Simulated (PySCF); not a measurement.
C₃H₃N₂, SMILES N1C=C[N]C=1, multiplicity 2. The structure is a stationary point at PBE-D3(BJ)/def2-SVP. The isomer is the one that the SMILES or the coordinates give; other isomers of the formula were not compared.

Computed with PBE-D3(BJ)/def2-SVP run with PySCF 2.14.0.

Harmonic wavenumbers (cm⁻¹): 460, 545, 706, 792, 846, 860, 888, 961, 1002, 1152, 1161, 1245, 1276, 1428, 1494, 3133, 3145, 3152. Rotational constants (GHz): 10.53, 9.041, 4.865; symmetry number 2.

Task: Work out the zero-point energy and the ideal-gas rigid-rotor harmonic-oscillator thermochemistry at 298.15 K and 1 atm.

Result: ZPE = ½ Σ hcν = ½ × 24246 cm⁻¹ = 145.02 kJ/mol. H − E(el) = 157.51 kJ/mol. Entropy in J/(mol K): translation 161.20, rotation 94.88, vibration 11.34, spin 5.76, total 273.18. G − E(el) = 76.06 kJ/mol. Cp = 64.22 J/(mol K).
